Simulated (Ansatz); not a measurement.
Cost and result for the atomization energy of BFGaH$_{6}$NSi (`[NH2][Ga]([SiH3])[BH]F`) (11 atoms, 10 bonds).

Z-matrix (Å, degrees):
```
Si
Ga 1 2.414
H 1 1.491 2 111.2
H 1 1.491 2 111.2 3 -119.0
H 1 1.491 2 112.2 3 120.5
B 2 2.115 1 128.2 3 61.7
N 2 1.822 1 113.3 3 -120.4
F 6 1.325 2 120.1 1 -86.2
H 6 1.207 2 124.9 1 91.6
H 7 1.006 2 125.0 1 179.4
H 7 1.006 2 123.3 1 1.5
```

The species carries charge 0 and has multiplicity 1. Correlated methods include outer-core shells of Ga, which these sets cover unevenly. Scalar relativity is left out up to krypton. All single points use the PBE0-D4/def2-TZVP geometry. It is one conformer, not always the lowest. Program: Ansatz. All runs use 4 threads of an Arm Neoverse V2 on a shared host. Times are those of one run each, without the atoms' runs, and a repeat can differ threefold. Electronic energies, without spin–orbit coupling; frozen cores. CCSD(T)/CBS adds CCSD(T) − MP2 in def2-TZVPP to the MP2 limit, and its time is that of the two runs behind it. T1 = 0.015. With those shells the extrapolation isn't a true limit. B3LYP takes the VWN-RPA correlation (the form of Gaussian; ORCA's B3LYP/G).

CCSD(T)/CBS is a level of theory with its own doubt, some kJ/mol a heavy atom from the limit and from the frozen cores, so smaller differences don't rank the functionals.

```json
{"level": "revPBE-D4/def2-TZVPP", "functions": "267", "wall time": "2.5 s"}
{"level": "BLYP-D4/def2-TZVPP", "functions": "267", "wall time": "2.8 s"}
{"level": "BHLYP-D4/def2-TZVPP", "functions": "267", "wall time": "4.4 s"}
{"level": "CAM-B3LYP-D4/def2-TZVPP", "functions": "267", "wall time": "4.9 s"}
{"level": "B3LYP-D4/def2-TZVPP (with forces)", "functions": "267", "wall time": "6.5 s"}
{"level": "r2SCANh-D4/def2-TZVPP", "functions": "267", "wall time": "7 s"}
{"level": "B2PLYP/def2-TZVPP", "functions": "267", "wall time": "7.5 s"}
{"level": "ωB97X-V/def2-TZVPP", "functions": "267", "wall time": "10 s"}
{"level": "CCSD(T)/def2-SVP", "functions": "122", "wall time": "12 s"}
{"level": "ωB97M-V/def2-TZVPP (with forces)", "functions": "267", "wall time": "16 s"}
{"level": "MP2/def2-QZVPP", "functions": "510", "wall time": "31 s"}
{"level": "CCSD(T)/def2-TZVPP", "functions": "267", "wall time": "5.2 min"}
{"level": "CCSD(T)/CBS(def2)", "functions": "–", "wall time": "5.8 min"}
```

Problem. What atomization energy does each give, and how far from CCSD(T)/CBS? (Estimate.)

Solution. Ansatz gave: 
```tsv
level	atomization (kJ/mol)	difference from CCSD(T)/CBS	per bond
revPBE-D4/def2-TZVPP	3445.0	-59.7	-6.0
BLYP-D4/def2-TZVPP	3485.2	-19.5	-1.9
BHLYP-D4/def2-TZVPP	3411.0	-93.7	-9.4
CAM-B3LYP-D4/def2-TZVPP	3520.2	15.5	1.6
B3LYP-D4/def2-TZVPP (with forces)	3495.8	-8.9	-0.9
r2SCANh-D4/def2-TZVPP	3483.5	-21.2	-2.1
B2PLYP/def2-TZVPP	3459.4	-45.3	-4.5
ωB97X-V/def2-TZVPP	3523.6	18.9	1.9
CCSD(T)/def2-SVP	3276.9	-227.8	-22.8
ωB97M-V/def2-TZVPP (with forces)	3500.6	-4.1	-0.4
MP2/def2-QZVPP	3507.5	2.8	0.3
CCSD(T)/def2-TZVPP	3415.2	-89.5	-8.9
CCSD(T)/CBS(def2)	3504.7	0.0	0.0
```

From PBE to PBE0 (25 % exact exchange), in def2-TZVPP and without D4, the atomization energy moves by −52.3 kJ/mol: exact exchange takes away binding that semilocal exchange gives to molecules. The D4 term adds +35.3 kJ/mol with B3LYP and +18.8 kJ/mol with PBE0; it sums over pairs of atoms, weighted by their polarisabilities, and B3LYP, whose exchange is more repulsive, gets the larger term. At CCSD(T), def2-SVP lies −227.8 kJ/mol from the extrapolated value and def2-TZVPP −89.4 kJ/mol: correlation converges slowly with the basis, and small sets miss more of it in the bonded molecule than in its fragments.
